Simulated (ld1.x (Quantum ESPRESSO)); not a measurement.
## Varying the TM potential for zirconium

Base potential:

| Property | Result |
| --- | --- |
| Element | Zr |
| Generator | ld1.x (Quantum ESPRESSO) 7.5 |
| Type | norm-conserving Troullier–Martins (Kleinman–Bylander form) |
| Functional | PBE |
| Relativity | non-relativistic |
| Frozen core | [Ar] 3d10 4s2 |
| Valence charge | 10 |
| Reference configuration | 4p6 4d2 5s1 5p0 (charge +1) |
| Partial waves | 4p (bound): rc 1.35 bohr; 4d (bound): rc 2.20 bohr; 5s (bound): rc 3.30 bohr |
| Local potential | the s channel |
| Core correction | a·sin(br)/r model core, default radius (core density twice the valence density) |

Cutoffs, loose and tight: the cutoffs (Ry, on a coarse ladder) from which the occupation-weighted sum of valence levels, in a spherical-Bessel basis at the reference potential, stays within 10 and 1 mRy of its value at 400 Ry. They do not see the model core or the augmentation charge, which bear on the density cutoff. Test errors are all-electron minus pseudo excitation energies from the reference, over the configurations 4p6 4d2 5s2 5p0; 4p6 4d2 5s0 5p0; 4p6 4d1 5s0 5p0; 4p6 4d2 5s1 5p1; 4p5 4d2 5s2 5p0; 4p6 4d0 5s0 5p0; 4p6 4d2.5 5s1.5 5p0. A dash means not determined; rows that change the core or the reference have their own tests.

A true bound ghost makes a file unfit for plane-wave use even where its test errors are small: the radial tests pick states by their node count and pass the ghost by.

The default core radius of the base comes out at 0.85 bohr.

```tsv
change	outcome	cutoff, loose	cutoff, tight	bound ghosts	largest test error (meV)
base	generated	55 Ry	100 Ry	none	-491
type ultrasoft; waves now 5s (bound): rcut 2.85, rcutus 3.30 bohr; 5s channel at 3.2 Ry: rcut 2.85, rcutus 3.30 bohr; 4p (bound): rc 1.35 bohr; 5p (bound): rc 1.35 bohr; 4d (bound): rcut 1.90, rcutus 2.20 bohr; 4d channel at -0.05 Ry: rcut 1.90, rcutus 2.20 bohr; local potential all-electron potential smoothed inside 2.30 bohr (lloc = -1); augmentation PSQ, inside the norm-conserving radii	generated	55 Ry	100 Ry	s	-217
reference 4p6 4d2 5s2 5p0	generated	55 Ry	100 Ry	none	-1148
wave 4d (bound): rc 2.20 bohr becomes 4d (bound): rc 2.78 bohr	generated	55 Ry	100 Ry	none	-491
wave 4p (bound): rc 1.35 bohr becomes 4p (bound): rc 1.54 bohr	generated	45 Ry	90 Ry	none	-491
core correction a·sin(br)/r model core inside 1.00 bohr	generated	55 Ry	100 Ry	none	-491
core [Kr], valence charge 4; reference 4d2 5s2 5p0; waves now 5s (bound): rc 3.25 bohr; 4d (bound): rc 2.30 bohr; 5p (bound): rc 4.20 bohr; local potential the p channel; core correction none	generated	30 Ry	35 Ry	none	+283
scalar-relativistic	generated	55 Ry	100 Ry	none	-472
wave 5s (bound): rc 3.30 bohr becomes 5s (bound): rc 2.38 bohr	generated	55 Ry	100 Ry	none	-412
functional LDA (PZ)	generated	55 Ry	100 Ry	none	-519
all radii but the core radius scaled by about 1.42 (s 4.68, p 1.92, d 3.12 bohr)	generated	30 Ry	40 Ry	none	-462
wave 5s (bound): rc 3.30 bohr becomes 5s (bound): rc 3.64 bohr	generated	55 Ry	100 Ry	none	-485
core correction a·sin(br)/r model core inside 1.26 bohr	generated	55 Ry	100 Ry	none	-491
```
